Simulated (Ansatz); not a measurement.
Basis-set extrapolation for `NC(S)O[SiH3]` (PBE0-D4/def2-TZVP geometry, frozen core, the Gaussian-basis code of Ansatz). Multiplicity 1, RHF reference.

```
                      def2-TZVPP   def2-QZVPP
                 HF  -857.841573  -857.870423
    MP2 correlation    -0.925878    -0.996694
CCSD(T) correlation    -1.015994      not run
```

Energies in hartree. Use E(X) = E(∞) + A·exp(−7.88·√X) for Hartree–Fock and E(X) = E(∞) + B·X^(−2.97) for correlation, with X = 3 and 4, and add CCSD(T) minus MP2 of the smaller set to the MP2 limit.

Task: What is the CCSD(T) energy at the basis-set limit?

Result: HF limit: -857.870423 + (-0.028850) × 0.13774 = -857.87440. MP2 limit: -0.996694 + (-0.070816) × 0.74074 = -1.04915. Higher-order term: -1.015994 − (-0.925878) = -0.09012. Total: -859.01367 hartree, 409.8 kJ/mol below CCSD(T)/def2-TZVPP.
